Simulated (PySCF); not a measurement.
Electron correlation in C (carbon, neutral)

[He] 2s2 2p2, high-spin 3P determinant. Calculation: PySCF 2.14, in cc-pVDZ (3s2p1d, 14 functions); no relativity, point nucleus. Frozen: 1s2; 4 electrons correlated.

MP2 pair energies summed by pair of shells (mhartree):

```
 pair  energy  share (%)
2s-2p  -30.35       58.6
2s-2s  -15.89       30.7
2p-2p   -5.53       10.7
```

Total MP2 correlation energy: -51.77 mhartree.

Same-spin part -9.33 and opposite-spin part -42.44 mhartree; SCS-MP2 scales them by 1/3 and 6/5 to -54.03 mhartree.

```json
{"level": "CCSD", "correlation energy (mhartree)": "-72.91"}
{"level": "(T)", "correlation energy (mhartree)": "-0.93"}
{"level": "CCSD(T)", "correlation energy (mhartree)": "-73.84"}
```

Diagnostics: T1 = 0.0066, D1 = 0.0131, largest double amplitude 0.123.

Cost of the coupled-cluster step: 0.09 s of wall time on 1 thread of Neoverse-V1 (shared host), for 4 correlated electrons.

Iterations:

```
CC2 = 0
CCSD nocc = (np.int64(3), np.int64(1)), nmo = (13, 13)
frozen orbitals [[0], [0]]
max_cycle = 100
direct = 0
conv_tol = 1e-08
conv_tol_normt = 1e-06
diis_space = 8
diis_start_cycle = 0
Init t2, MP2 energy = -0.0517652541188171
Init E_corr(UCCSD) = -0.0517652541189075
cycle = 1  E_corr(UCCSD) = -0.065745684852977  dE = -0.0139804307  norm(t1,t2) = 0.0464404
cycle = 2  E_corr(UCCSD) = -0.0699984683931547  dE = -0.00425278354  norm(t1,t2) = 0.0197546
cycle = 3  E_corr(UCCSD) = -0.0729558997795104  dE = -0.00295743139  norm(t1,t2) = 0.00985867
cycle = 4  E_corr(UCCSD) = -0.072896965876907  dE = 5.89339026e-05  norm(t1,t2) = 0.00146228
cycle = 5  E_corr(UCCSD) = -0.0729109847574827  dE = -1.40188806e-05  norm(t1,t2) = 0.000217859
cycle = 6  E_corr(UCCSD) = -0.0729041947509885  dE = 6.79000649e-06  norm(t1,t2) = 3.29953e-05
cycle = 7  E_corr(UCCSD) = -0.0729072734414015  dE = -3.07869041e-06  norm(t1,t2) = 7.98171e-06
cycle = 8  E_corr(UCCSD) = -0.0729064282178891  dE = 8.45223512e-07  norm(t1,t2) = 2.93053e-06
cycle = 9  E_corr(UCCSD) = -0.0729063847505752  dE = 4.34673139e-08  norm(t1,t2) = 3.52304e-07
cycle = 10  E_corr(UCCSD) = -0.0729064038841439  dE = -1.91335687e-08  norm(t1,t2) = 6.79466e-08
cycle = 11  E_corr(UCCSD) = -0.0729064032962452  dE = 5.8789873e-10  norm(t1,t2) = 2.1097e-08
UCCSD converged
E(UCCSD) = -37.75945084061021  E_corr = -0.07290640329624522
UCCSD(T) correction = -0.000926284824805017
```
